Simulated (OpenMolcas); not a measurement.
**Cl3+: CASPT2 settings compared**

```
Program             : OpenMolcas 26.06
Basis               : ANO-R1 [4s3p1d]
Scalar Hamiltonian  : X2C, finite nucleus
Active space        : 2 electrons in 3 orbitals (3p)
State averaging     : 2S+1 = 3 even, 3 roots; 2S+1 = 1 even, 6 roots
Spin-orbit coupling : RASSI with atomic mean-field integrals over the reference wave functions, term energies averaged over their components
```

Methods on the same reference wave functions:
A. CASSCF
B. SS-CASPT2, IPEA 0.35 Eh, sigma1 regulariser 0.2 Eh (closed shells correlated: 2s 2p 3s)
C. XMS-CASPT2, IPEA 0.5 Eh, sigma1 regulariser 0.15 Eh (closed shells correlated: 2s 2p 3s)
D. XMS-CASPT2, IPEA 0.15 Eh, imaginary shift 0.15 Eh (closed shells correlated: 2s 2p 3s)

Energies in cm⁻¹ above 3s² 3p² ³P₀, the measured ground level; measured values from Moore, Atomic Energy Levels, vol. I, NSRDS-NBS 35 (1971 reprint of NBS Circular 467, 1949).

| Level | A | B | C | D | Measured |
| --- | --- | --- | --- | --- | --- |
| 3s² 3p² ³P₀ | 0.0 | 0.0 | 0.0 | 0.0 | 0.0 |
| 3s² 3p² ³P₁ | 489 | 496 | 495 | 494 | 491 |
| 3s² 3p² ³P₂ | 1364 | 1367 | 1367 | 1367 | 1341 |
| 3s² 3p² ¹D₂ | 16838 | 15150 | 15160 | 15550 | 13766 |
| 3s² 3p² ¹S₀ | 40520 | 34860 | 35200 | 36030 | 32550 |

Deviations, from unrounded energies. A percentage is the sum of absolute deviations over the sum of measured energies, with the sign that they share, or ± where signs differ.

```
                        Against measurement  Levels      A     B     C      D
             mean absolute deviation (cm-1)       4   2800   930  1000   1300
      fine structure of the ground term (%)       2   ±1.3  +1.7  +1.6   +1.6
other terms of the ground configuration (%)       2  +23.8  +8.0  +8.7  +11.3
```

B lies closest to measurement on these levels and A furthest from it. The largest miss of B in the table is 3s² 3p² ¹S₀, by +2300 cm-1. The ranking rests on the paired levels alone, and a cruder setting can come out closer through cancelling errors.

Among B to D the level of the table that moves most is 3s² 3p² ¹S₀, by 1200 cm-1 (lowest in B, highest in D). Moves below CASPT2's spread within the term are not significant.

The mean deviations of B to D differ by less than CASPT2's widest spread within a term (540 cm-1), so their order carries little weight.

From A to B the spin-free energies of the other terms of 3s² 3p² shown, above ³P, scale by factors of 0.86 to 0.89.

The lowest spin-free term lies below A's lowest term by 0.066 hartree in B, 0.068 hartree in C, 0.075 hartree in D.

CASPT2 does not keep the components of a term degenerate, so their means are used; among the terms shown or strongly mixed into the levels shown the widest spread is 540 cm-1 (3s² 3p² ¹D, C). With the s shell closed, the reference lacks s² → p² mixing. The basis is small and was not contracted for so high a charge. Measured partners are found by configuration, term and J. A level has none where our copy of the source lacks it or the pairing is in doubt (some pairs that miss far off the trend of their configuration count as doubtful), and it then counts in no deviation. Only configurations of the active space appear.
